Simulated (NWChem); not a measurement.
System meant: AlH2Br; SMILES [AlH2][Br]

Here is an NWChem input.

```
start job
memory heap 200 mb stack 900 mb global 1100 mb
geometry units angstroms noautosym nocenter noautoz
  Al     0.000000     0.000000    -1.568293
  H      0.000000     1.399902    -2.300267
  H      0.000000    -1.399902    -2.300267
  Br     0.000000     0.000000     0.690750
end
basis spherical
  Al library 6-31g*
  H library 6-31g*
  Br library 6-31g*
end
dft
  xc m06-l
  iterations 150
end
property
  shielding 3 1 2 4
end
task dft property
```

End of the output:

```
 Vector   28  Occ=0.000000D+00  E= 4.318382D-02
              MO Center=  7.4D-09, -4.6D-09, -2.6D+00, r^2= 3.9D+00
   Bfn.  Coefficient  Atom+Function         Bfn.  Coefficient  Atom+Function
  ----- ------------  ---------------      ----- ------------  ---------------
    13      1.057654  1 Al pz                20      0.776438  2 H  s
    22      0.776438  3 H  s                 10     -0.571701  1 Al s
    36     -0.438085  4 Br s                  6     -0.366711  1 Al s
     9      0.282135  1 Al pz                18     -0.140982  1 Al d  2
    19      0.128118  2 H  s                 21      0.128118  3 H  s

 center of mass
 --------------
 x =   0.00000000 y =   0.00000000 z =   0.14315745

 moments of inertia (a.u.)
 ------------------
         423.112549802885           0.000000000000           0.000000000000
           0.000000000000         409.006413939877           0.000000000000
           0.000000000000           0.000000000000          14.106135863009

     Multipole analysis of the density
     ---------------------------------

     L   x y z        total         alpha         beta         nuclear
     -   - - -        -----         -----         ----         -------
     0   0 0 0     -0.000000    -25.000000    -25.000000     50.000000

     1   1 0 0      0.000000      0.000000      0.000000      0.000000
     1   0 1 0     -0.000000     -0.000000     -0.000000      0.000000
     1   0 0 1     -0.533549      0.500542      0.500542     -1.534633

     2   2 0 0    -21.779117    -10.889559    -10.889559      0.000000
     2   1 1 0     -0.000000     -0.000000     -0.000000      0.000000
     2   1 0 1      0.000000      0.000000      0.000000      0.000000
     2   0 2 0    -25.994475    -19.995544    -19.995544     13.996612
     2   0 1 1     -0.000000     -0.000000     -0.000000      0.000000
     2   0 0 2    -23.749060   -117.678486   -117.678486    211.607913

          -----------------------------------------
          Chemical Shielding Tensors (GIAO, in ppm)
          -----------------------------------------

 ------------------------------------------------------------------------
  xm06: d2 not coded                    0
 ------------------------------------------------------------------------
 ------------------------------------------------------------------------
  current input line :
    21: task dft property
 ------------------------------------------------------------------------
 ------------------------------------------------------------------------
 This error has not yet been assigned to a category
 ------------------------------------------------------------------------
 For more information see the NWChem manual at https://nwchemgit.github.io

0: xm06: d2 not coded:Received an Error in Communication
```

Q: What is wrong, and how is it mended?

A: The run crashed. Cause: this functional's second derivatives, which shieldings need, aren't coded here; the fix takes a hybrid GGA instead. This input runs:
```
start job
memory heap 200 mb stack 900 mb global 1100 mb
geometry units angstroms noautosym nocenter noautoz
  Al     0.000000     0.000000    -1.568293
  H      0.000000     1.399902    -2.300267
  H      0.000000    -1.399902    -2.300267
  Br     0.000000     0.000000     0.690750
end
basis spherical
  Al library 6-31g*
  H library 6-31g*
  Br library 6-31g*
end
dft
  xc pbe0
  iterations 150
end
property
  shielding 3 1 2 4
end
task dft property
```
It converges to -2817.09184 Ha (PBE0/6-31G* (spherical d), GIAO).
